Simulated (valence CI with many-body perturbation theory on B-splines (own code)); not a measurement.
Cr III: calculated level list

Level of theory: configuration interaction combined with many-body perturbation theory (CI+MBPT): four valence electrons over a frozen Dirac-Fock core [Ar], radial functions for each j: 7 s, 7 p, 8 d, 6 f, 4 g, 1 h, with the one-electron correlation potential Σ1 (screened to all orders), the two-electron term Σ2, the three-electron term Σ3, Breit, model QED; selected single and double excitations, second order for the rest (own B-spline code, finite nucleus).

Against 67 measured levels this calculation errs by 1793 cm⁻¹ on average and by 4071 at most. These come from a selection out of Sugar and Corliss, J. Phys. Chem. Ref. Data 6, 317 (1977). Levels without a partner in it may be off by more, other configurations by 1,000 to 8,000 cm⁻¹. Among the levels kept, up to 440 cm⁻¹ of a level comes from second order outside the variational space, and about a tenth of that is noise between levels of different J, which matters for small intervals.

Levels 91 to 135 of 234, with energies above the lowest level, 3d4 5D_0. "Leading %" is the weight of the configuration and term that name the level; weights of strongly mixed levels are sums over their largest components and can fall short. Lifetimes count E1, E2, E3, M1 and M2 decay at the calculated energies, and are blank where another channel may lead or the interval is too uncertain; long ones can be off by a factor of two.

| No. | Configuration | Term | J | E (eV) | Leading % | Lifetime | Second component |
| --- | --- | --- | --- | --- | --- | --- | --- |
| 91 | 3d3 4p | 3F° | 3 | 12.084 | 95 | 1.23 ns |  |
| 92 | 3d3 4p | 3F° | 4 | 12.128 | 96 | 1.22 ns |  |
| 93 | 3d3 4s | 3D | 3 | 12.383 | 98 | 1.35 ms |  |
| 94 | 3d3 4s | 3D | 2 | 12.395 | 98 | 1.23 ms |  |
| 95 | 3d3 4s | 3D | 1 | 12.402 | 98 | 1.14 ms |  |
| 96 | 3d3 4s | 1D | 2 | 12.816 | 97 | 2.79 ms |  |
| 97 | 3d3 4p | 5P° | 1 | 12.972 | 96 | 703 ps |  |
| 98 | 3d3 4p | 5P° | 2 | 12.999 | 94 | 711 ps |  |
| 99 | 3d3 4p | 3P° | 0 | 13.039 | 54 | 2.06 ns | 40 % 3d3 4p 5D° |
| 100 | 3d3 4p | 5P° | 3 | 13.039 | 97 | 696 ps |  |
| 101 | 3d3 4p | 3P° | 1 | 13.060 | 53 | 2.01 ns | 43 % 3d3 4p 5D° |
| 102 | 3d3 4p | 3H° | 4 | 13.062 | 96 | 2.36 ns |  |
| 103 | 3d3 4p | 3P° | 2 | 13.071 | 72 | 1.91 ns | 21 % 3d3 4p 5D° |
| 104 | 3d3 4p | 3H° | 5 | 13.110 | 95 | 2.30 ns |  |
| 105 | 3d3 4p | 5D° | 0 | 13.133 | 57 | 1.97 ns | 37 % 3d3 4p 3P° |
| 106 | 3d3 4p | 5D° | 1 | 13.146 | 53 | 1.89 ns | 43 % 3d3 4p 3P° |
| 107 | 3d3 4p | 5D° | 2 | 13.148 | 75 | 2.01 ns | 18 % 3d3 4p 3P° |
| 108 | 3d3 4p | 5D° | 3 | 13.169 | 96 | 2.11 ns |  |
| 109 | 3d3 4p | 3H° | 6 | 13.177 | 97 | 2.36 ns |  |
| 110 | 3d3 4p | 5D° | 4 | 13.221 | 98 | 2.10 ns |  |
| 111 | 3d3 4p | 3G° | 3 | 13.292 | 91 | 806 ps |  |
| 112 | 3d3 4p | 3G° | 4 | 13.324 | 94 | 800 ps |  |
| 113 | 3d3 4p | 3G° | 5 | 13.346 | 91 | 814 ps |  |
| 114 | 3d3 4p | 1S° | 0 | 13.416 | 90 | 3.45 ns | 6 % 3d3 4p 3P° |
| 115 | 3d3 4p | 3F° | 4 | 13.430 | 52 | 940 ps | 42 % 3d3 4p 1G° |
| 116 | 3d3 4p | 3F° | 3 | 13.449 | 79 | 954 ps | 12 % 3d3 4p 1F° |
| 117 | 3d3 4p | 3F° | 2 | 13.451 | 95 | 944 ps |  |
| 118 | 3d3 4p | 1G° | 4 | 13.514 | 50 | 935 ps | 42 % 3d3 4p 3F° |
| 119 | 3d3 4p | 1H° | 5 | 13.515 | 92 | 1.96 ns |  |
| 120 | 3d3 4p | 1F° | 3 | 13.543 | 80 | 1.37 ns | 13 % 3d3 4p 3F° |
| 121 | 3d3 4p | 5S° | 2 | 13.632 | 94 | 2.05 ns |  |
| 122 | 3d3 4p | 1D° | 2 | 13.657 | 81 | 2.24 ns | 6 % 3d3 4p 3D° |
| 123 | 3d3 4p | 3P° | 0 | 13.671 | 96 | 973 ps |  |
| 124 | 3d3 4p | 3P° | 1 | 13.681 | 90 | 953 ps |  |
| 125 | 3d3 4p | 3D° | 1 | 13.760 | 95 | 1.34 ns |  |
| 126 | 3d3 4p | 3H° | 4 | 13.763 | 93 | 874 ps |  |
| 127 | 3d3 4p | 3P° | 2 | 13.766 | 87 | 968 ps |  |
| 128 | 3d3 4p | 3H° | 5 | 13.773 | 97 | 869 ps |  |
| 129 | 3d3 4p | 3H° | 6 | 13.794 | 97 | 869 ps |  |
| 130 | 3d3 4p | 3D° | 2 | 13.818 | 84 | 1.36 ns | 4 % 3d3 4p 1D° |
| 131 | 3d3 4p | 3D° | 3 | 13.860 | 92 | 1.17 ns |  |
| 132 | 3d3 4p | 3I° | 5 | 13.944 | 96 | 2.21 ns |  |
| 133 | 3d3 4p | 3F° | 2 | 13.984 | 60 | 934 ps | 32 % 3d3 4p 3D° |
| 134 | 3d3 4p | 3I° | 6 | 13.984 | 97 | 2.20 ns |  |
| 135 | 3d3 4p | 3D° | 1 | 13.991 | 59 | 857 ps | 29 % 3d3 4p 1P° |

Names give the largest LS component (configuration and term), which can be under half, so a name can repeat, a term be missing and a line seem to break the LS rules; names also repeat where a configuration has a term twice.

Where two levels of one J and parity lie close, their mixing, g and order are uncertain.
